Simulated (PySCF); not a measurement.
Job file and geometry (Å, from GFN2-xTB) of an NMR shielding run on SMILES C=CCC1=C[Si@@H](N[SiH3])C=C1, C7H13NSi2, GIAO PBE0/pcSseg-1 NMR shielding, non-relativistic, gas phase in PySCF 2.14.0, density-fitted response routines; density fitting, a coarse starting grid and PySCF grid level 2 are the driver's defaults:

```
$ OMP_NUM_THREADS=1 python probes_run.py task.json out

{"job": {"kind": "nmr", "xc": "PBE0", "basis": "pcSseg-1"}, "charge": 0, "multiplicity": 1}
C      3.776637     1.425883     0.379963
C      2.851617     0.663362     0.931108
C      2.473985    -0.703934     0.445306
C      1.059889    -0.678254    -0.064290
C     -0.000363    -1.230493     0.539050
Si    -1.548624    -0.910917    -0.483504
N     -2.746583    -0.033122     0.409669
Si    -4.379785     0.312241    -0.048686
C     -0.495551     0.070393    -1.709194
C      0.776841     0.047128    -1.304299
H      4.355261     1.094774    -0.467509
H      4.004994     2.409275     0.754809
H      2.279360     1.019212     1.778370
H      2.553475    -1.419319     1.268048
H      3.150962    -1.010389    -0.356171
H      0.093187    -1.792492     1.453384
H     -2.184404    -2.089861    -1.068882
H     -2.372223     0.562112     1.131263
H     -4.997034    -0.962799    -0.406254
H     -4.458876     1.233149    -1.188981
H     -4.993806     0.916686     1.134129
H     -0.798900     0.577216    -2.610344
H      1.595190     0.527135    -1.823984
```

Problem. What does the program print?

Solution. 
```
coarse grid: 19976 points
cycle   1  E = -907.4385012198  dE =  1.244e+00  |g| = 6.068e-01  |ddm| = 4.479e+00
cycle   2  E = -907.4013106122  dE =  3.719e-02  |g| = 7.341e-01  |ddm| = 1.175e+00
cycle   3  E = -907.5254327231  dE = -1.241e-01  |g| = 1.148e-01  |ddm| = 7.136e-01
cycle   4  E = -907.5282953566  dE = -2.863e-03  |g| = 3.976e-02  |ddm| = 1.487e-01
cycle   5  E = -907.5286479766  dE = -3.526e-04  |g| = 1.784e-02  |ddm| = 5.798e-02
cycle   6  E = -907.5287232980  dE = -7.532e-05  |g| = 4.389e-03  |ddm| = 1.818e-02
cycle   7  E = -907.5287277275  dE = -4.429e-06  |g| = 8.422e-04  |ddm| = 4.472e-03
final grid: 183136 points
cycle   8  E = -907.5852420055  dE = -4.123e-05  |g| = 8.461e-03  |ddm| = 3.616e-02
cycle   9  E = -907.5852355836  dE =  6.422e-06  |g| = 9.953e-03  |ddm| = 1.809e-02
cycle  10  E = -907.5852603605  dE = -2.478e-05  |g| = 1.530e-03  |ddm| = 1.026e-02
cycle  11  E = -907.5852608984  dE = -5.379e-07  |g| = 3.627e-04  |ddm| = 1.519e-03
cycle  12  E = -907.5852609263  dE = -2.791e-08  |g| = 1.440e-04  |ddm| = 3.964e-04
cycle  13  E = -907.5852609310  dE = -4.672e-09  |g| = 3.668e-05  |ddm| = 1.553e-04
cycle  14  E = -907.5852609313  dE = -3.126e-10  |g| = 1.135e-05  |ddm| = 5.402e-05
converged SCF energy = -907.5852609313

GIAO shielding tensors (ppm)
atom      isotropic    diamagn.    paramagn.     s11        s22        s33       span
  0 C       63.088     252.614    -189.527    -48.518     81.214    156.567    205.084
  1 C       40.805     256.778    -215.973    -79.190     49.732    151.875    231.065
  2 C      139.233     246.385    -107.152    123.736    141.722    152.243     28.507
  3 C       19.849     265.916    -246.067   -107.851     26.495    140.903    248.754
  4 C       60.224     260.259    -200.035    -39.102     61.867    157.906    197.008
  5 Si     363.705     883.709    -520.004    310.591    384.751    395.774     85.183
  6 N      266.375     327.656     -61.281    242.572    246.989    309.564     66.992
  7 Si     403.777     878.643    -474.866    357.481    385.530    468.319    110.838
  8 C       47.497     264.731    -217.235    -65.013     36.746    170.758    235.771
  9 C       30.913     256.652    -225.738    -91.324     45.235    138.828    230.151
 10 H       26.222      30.513      -4.290     22.507     26.022     30.137      7.630
 11 H       26.340      28.996      -2.656     23.316     25.503     30.201      6.885
 12 H       25.826      32.980      -7.154     23.140     25.375     28.962      5.822
 13 H       28.381      30.933      -2.553     24.776     28.313     32.053      7.277
 14 H       28.834      31.922      -3.089     26.472     27.622     32.408      5.935
 15 H       26.190      35.308      -9.118     23.531     26.472     28.567      5.037
 16 H       26.562      30.738      -4.176     23.246     24.907     31.532      8.286
 17 H       31.877      36.751      -4.874     22.063     30.355     43.212     21.149
 18 H       26.859      27.490      -0.631     23.349     25.447     31.781      8.433
 19 H       26.860      28.160      -1.300     22.674     25.438     32.467      9.793
 20 H       26.917      27.278      -0.362     23.265     25.103     32.382      9.117
 21 H       25.528      33.452      -7.924     23.015     26.135     27.436      4.421
 22 H       24.715      35.782     -11.067     21.402     23.528     29.216      7.814
```

Problem. Turn these shieldings into chemical shifts. δ = σ(ref) − σ, references computed at the same level: TMS for $^{13}$C (σref 186.93) and $^{29}$Si (σref 349.16) and $^{1}$H (σref 31.72); $^{15}$N (σref 267.73) vs NH3.

Solution. Averaging equivalent atoms: C 3: 167.1; C 9: 156.0; C 1: 146.1; C 8: 139.4; C 4: 126.7; C 0: 123.8; C 2: 47.7; Si 5: -14.5; Si 7: -54.6; N 6: 1.4; H 22: 7.00; H 21: 6.19; H 12: 5.89; H 15: 5.53; H 10: 5.49; H 11: 5.38; H 16: 5.16; H 18/19/20: 4.84; H 13: 3.34; H 14: 2.88; H 17: -0.16 ppm. Experimental scales use liquid or dissolved standards, which lie at an offset from isolated NH3 (liquid NH3: subtract about 20 ppm).

Size and cost of the density-fitted run: 249 basis functions, 2 min wall time on 1 thread of an Arm Neoverse N1, shared host; peak memory 1.2 GiB.
